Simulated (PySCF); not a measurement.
TeCl, SMILES Cl[Te], multiplicity 2. Atoms are numbered in the order given.

```xyz
2

Te     0.0000     0.0000    -0.5765
Cl     0.0000     0.0000     1.7634
```
Charge 0, spin multiplicity 2.

Geometry: B3LYP-D3(BJ)/def2-TZVP. The multiplicity is an assumed one; other spin states were not compared. The def2 effective core potentials stand for the cores of Te; spin–orbit coupling is left out.

These are CAM-B3LYP/def2-TZVPD run with PySCF values and carry that method's errors.

Isolated molecule, no solvent.

| Quantity | Result |
|---|---|
| total energy | -728.24748 hartree |
| point group | C∞v |
| α spin, highest occupied and lowest empty level | -8.00 and -1.69 eV |
| β spin, highest occupied and lowest empty level | -7.76 and -3.42 eV |
| dipole moment | 1.66 D |
| mean static polarisability | 54.2 bohr³ (8.03 Å³) |
| polarisability, principal values | 43.2, 48.8, 70.6 bohr³ |
| ⟨S²⟩ | 0.753 (pure state 0.75) |
